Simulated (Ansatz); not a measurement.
C5H12BClN2, SMILES `CC1=[N+](C)[B-](C)(Cl)N1C`, relaxed with RKS PBE-D4/def2-SVP in Ansatz from a rough embedded geometry. The force threshold is 0.03 eV/Å; the program also tests the step.

The species carries charge 0 and has multiplicity 1.

Start:

```xyz
21

C     2.098   -0.619    1.151
C     0.837   -0.115    0.421
N     0.554    0.216   -0.890
C     1.328    0.238   -2.034
B    -0.783    0.541   -0.446
C    -1.904   -0.414   -1.095
Cl   -1.169    2.350   -0.634
N    -0.509    0.232    0.960
C    -1.257    0.206    2.223
H     2.684    0.301    1.374
H     2.623   -1.253    0.433
H     1.801   -1.115    2.060
H     2.160    0.937   -2.052
H     0.622    0.591   -2.945
H     1.656   -0.814   -2.337
H    -1.993   -0.204   -2.169
H    -2.893   -0.213   -0.616
H    -1.644   -1.479   -0.939
H    -2.266    0.539    2.075
H    -0.726    0.892    2.880
H    -1.219   -0.817    2.582
```

**Question.** How much energy does the relaxation release, and in how many steps? (An estimate is asked.)

**Answer.** Computed: 1.53 eV, in 6 steps.

**Question.** Which bonds change most? (Estimate.)

**Answer.** The calculation gave: C2–N8 from 1.491 to 1.337 Å; N3–B5 from 1.445 to 1.599 Å; B5–N8 from 1.466 to 1.600 Å; C4–H14 from 1.206 to 1.107 Å.

**Question.** Give the relaxed structure. (Best estimate.)

**Answer.** Ansatz gave: 
```xyz
21

C     1.938   -0.530    1.102
C     0.713   -0.037    0.405
N     0.535    0.233   -0.892
C     1.449    0.198   -1.993
B    -0.988    0.596   -0.568
C    -2.090   -0.389   -1.175
Cl   -1.346    2.403   -0.803
N    -0.490    0.253    0.913
C    -0.998    0.148    2.248
H     2.603    0.321    1.361
H     2.511   -1.218    0.450
H     1.676   -1.055    2.040
H     2.322    0.873   -1.845
H     0.921    0.541   -2.904
H     1.843   -0.824   -2.198
H    -2.213   -0.225   -2.266
H    -3.083   -0.207   -0.713
H    -1.831   -1.457   -1.018
H    -2.078    0.388    2.236
H    -0.509    0.863    2.948
H    -0.886   -0.875    2.675
```
